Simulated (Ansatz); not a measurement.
Relaxation of C$_{3}$H$_{8}$AlN (13 atoms, charge 0, multiplicity 1), to a largest force component of 0.015 eV/Å in at most 40 steps.

The calculation used RKS B3LYP/def2-SVP (Ansatz).

```xyz
13
Properties=species:S:1:pos:R:3:forces:R:3
C -1.407 -0.144 -0.269 -1.78 3.37 -0.74
C -0.088 -0.196 0.388 2.79 -0.46 1.34
Al 0.912 -1.766 -0.339 0.29 -0.07 0.25
C 0.762 1.094 0.196 -3.60 0.92 2.58
N 0.358 2.131 0.833 -0.20 -0.27 0.22
H -2.039 0.754 0.157 0.91 -1.38 -0.69
H -1.320 0.075 -1.369 -0.17 -0.27 0.53
H -1.988 -1.021 -0.124 -0.78 -1.25 0.10
H -0.216 -0.361 1.518 0.10 0.31 -1.19
H 2.348 -1.539 -1.033 -0.24 -0.07 0.02
H 0.325 -3.237 -0.178 -0.01 0.03 -0.08
H 1.546 1.132 -0.474 2.30 -0.17 -1.95
H 0.829 3.044 0.709 0.38 -0.71 -0.41
```

**Question.** Where does it end, and by what steps?

**Answer.** The forces met the threshold. The force dipped under the threshold on the way, but the program's further checks kept it going. After 31 steps the energy has fallen by 1.630 eV; H11 moved furthest, 2.28 Å. Joined: Al3–C4, Al3–N5.

| step | energy less start (eV) | largest force component (eV/Å) | accepted |
| --- | --- | --- | --- |
| 0 | 0.0000 | 3.601 | yes |
| 2 | -0.4734 | 1.104 | yes |
| 4 | -0.5966 | 0.870 | yes |
| 6 | -0.6543 | 1.208 | yes |
| 8 | -0.7057 | 0.328 | yes |
| 10 | -0.7443 | 0.315 | yes |
| 12 | -0.7543 | 0.200 | yes |
| 14 | -0.7874 | 0.142 | yes |
| 16 | -0.8443 | 0.706 | yes |
| 18 | -1.0775 | 0.967 | yes |
| 20 | -1.5097 | 0.557 | yes |
| 22 | -1.4754 | 0.893 | no |
| 24 | -1.6280 | 0.184 | yes |
| 26 | -1.6297 | 0.022 | yes |
| 28 | -1.6299 | 0.015 | yes |
| 30 | -1.3996 | 3.482 | no |
| 31 | -1.6301 | 0.009 | yes |

```xyz
13
Properties=species:S:1:pos:R:3
C -1.704 -0.099 -0.707
C -0.507 -0.131 0.232
Al 1.343 -1.120 0.184
C 0.334 1.057 0.325
N 1.559 0.806 0.692
H -2.444 0.678 -0.437
H -1.399 0.082 -1.751
H -2.232 -1.065 -0.694
H -0.786 -0.435 1.258
H 1.968 -1.288 -1.272
H 1.669 -2.175 1.331
H 0.016 2.074 0.019
H 2.203 1.582 0.833
```

Whether the end is a true minimum wasn't checked by a vibrational analysis.

The run took 110 s on 2 threads of Intel(R) Xeon(R) Platinum 8559C (Emerald Rapids), with other jobs on the host, peak memory 0.28 GiB.
